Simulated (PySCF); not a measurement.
`C[SiH2]c1ccccc1`. The geometry is computed with GFN2-xTB (gas phase).

```
atom  x, y, z in Å
C1     2.6868    0.5325   -1.1010
Si2    1.8578   -0.6315    0.1517
C3     0.0017   -0.2808    0.2245
C4    -0.5192    0.6528    1.1159
C5    -1.8768    0.9105    1.1758
C6    -2.7467    0.2340    0.3374
C7    -2.2485   -0.6941   -0.5613
C8    -0.8893   -0.9453   -0.6133
H9     2.5492    1.5743   -0.8254
H10    3.7550    0.3450   -1.1571
H11    2.2756    0.4004   -2.0979
H12    2.4336   -0.4170    1.4859
H13    2.0608   -2.0278   -0.2564
H14    0.1517    1.1846    1.7762
H15   -2.2591    1.6383    1.8779
H16   -3.8086    0.4281    0.3851
H17   -2.9226   -1.2233   -1.2203
H18   -0.5103   -1.6744   -1.3162
```

**Question.** Where is the centre of mass (commonest isotopes), and what is the radius of gyration?

**Answer.** Mass 122.055 u; centre at (-0.093, -0.103, 0.080) Å; Rg = √(Σ m r²/M) = 2.199 Å. As Ia + Ib + Ic = 2 Σ m r², the three principal moments sum to 1181.0 u·Å².

**Question.** Give the dihedral angles C1–Si2–C3–C8, Si2–C3–C8–H18, Si2–C3–C8–C7, H16–C6–C7–C8, H9–C1–Si2–H13, H14–C4–C5–H15.

**Answer.** C1–Si2–C3–C8 90°; Si2–C3–C8–H18 0° (synperiplanar); Si2–C3–C8–C7 180° (antiperiplanar); H16–C6–C7–C8 180° (antiperiplanar); H9–C1–Si2–H13 180° (antiperiplanar); H14–C4–C5–H15 0° (synperiplanar). Dihedral signs follow IUPAC: positive where, seen along the central bond, the front bond turns clockwise onto the rear one.

**Question.** What is the repulsion energy of the bare nuclei, Σ ZA·ZB/RAB?

**Answer.** 400.01 Eh over 153 pairs, with full nuclear charges and distances in bohr; the largest single term is 23.51 Eh (Si2 with C3).

**Question.** Work out the bond lengths C1–Si2, C1–H11, Si2–C3, C3–C4, C3–C8, C4–H14, C6–C7 in Å.

**Answer.** For C1–Si2 the difference vector is (-0.8290, -1.1640, 1.2527) Å, of length 1.9004 Å. C1–Si2 1.900; C1–H11 1.086; Si2–C3 1.890; C3–C4 1.392; C3–C8 1.392; C4–H14 1.081; C6–C7 1.385 Å.

**Question.** How far apart are these pairs, which share no bond: Si2···H14, C3···H10, H13···H17, H14···H16?

**Answer.** Si2···H14 2.975 Å (3 bonds apart); C3···H10 4.048 Å (3 bonds apart); H13···H17 5.139 Å (5 bonds apart); H14···H16 4.265 Å (4 bonds apart).

**Question.** How far are the heavy atoms from their best plane (unweighted least squares)?

**Answer.** 0.443 Å rms; C1 0.86, Si2 0.74, C3 0.33, C4 0.17, C5 0.13, C6 0.28, C7 0.13, C8 0.17 Å (magnitudes).

**Question.** What are the angles C6–C5–H15, C5–C6–H16, C3–C8–H18, C7–C8–H18?

**Answer.** From the scalar product of the two bond vectors; for C6–C5–H15 it is -0.7484 Å² over 1.3847 × 1.0811 Å², cos θ = -0.5000. C6–C5–H15 120.0°; C5–C6–H16 120.2°; C3–C8–H18 119.3°; C7–C8–H18 119.4°.

**Question.** Write the matrix of distances between heavy atoms (Å, lower triangle).

**Answer.** 
```
C1    0.000
Si2   1.900  0.000
C3    3.103  1.890  0.000
C4    3.900  2.869  1.392  0.000
C5    5.114  4.168  2.419  1.383  0.000
C6    5.629  4.689  2.798  2.396  1.385  0.000
C7    5.114  4.168  2.419  2.760  2.394  1.385  0.000
C8    3.900  2.869  1.392  2.383  2.760  2.397  1.383  0.000
```

The point group is Cs within 0.08 Å; differences among equivalent distances and angles are scatter left by the optimiser. Stationary, but not proved a minimum. The numbers are those of one conformer.
